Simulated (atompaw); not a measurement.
# Pseudopotential generation for technetium: PAW (atompaw), PBE, scalar-relativistic.

| Item | Value |
| --- | --- |
| Element | technetium |
| Generator | atompaw 4.2.0.5 |
| Type | PAW |
| Functional | PBE |
| Relativity | scalar-relativistic |
| Frozen core | [Ar] 3d10 |
| Valence charge | 15 |
| Reference configuration | 4s2 4p6 4d5 5s2 5p0 |
| Partial waves | 4s (bound); 5s (bound); 4p (bound); 5p (bound, empty); 4d (bound); 4d channel at 3.9 Ry |
| Local potential | troulliermartins scheme with l = 3 at 0 Ry, radius 1.70 bohr |
| Core correction | smooth core density matched at 2.00 bohr |
| Augmentation charge | besselshape compensation charge, radius 1.95 bohr; PAW radius 2.05 bohr; waves and projectors: bloechl |

All-electron outer shells of the reference configuration (PBE, scalar-relativistic, ld1.x):

| shell | level (eV) | outermost node (bohr) | outermost maximum (bohr) |
| --- | --- | --- | --- |
| 3p | -415.98 | 0.16 | 0.36 |
| 3d | -249.88 | – | 0.31 |
| 4s | -73.38 | 0.50 | 0.95 |
| 4p | -45.34 | 0.51 | 1.03 |
| 4d | -6.66 | 0.50 | 1.27 |
| 5s | -5.04 | 1.28 | 2.72 |
| 5p | -1.40 | 1.45 | 3.67 |

Question: Does the generator finish with these settings?

Answer: Yes, a potential is produced.

Question: Estimate the cutoffs (Ry, on a coarse ladder) from which the occupation-weighted sum of valence levels, in a spherical-Bessel basis at the reference potential, stays within 10 and 1 mRy of its value at 400 Ry.

Answer: 80 Ry and 110 Ry.

Question: Does the potential have ghost states?

Answer: No extra level below or beside the all-electron valence levels (s, p, d, f tested).

Question: Is the overlap operator S = 1 + Σ q|β⟩⟨β| positive definite (Bessel basis up to 400 Ry)?

Answer: Yes: its lowest eigenvalue is 0.26 (s channel).
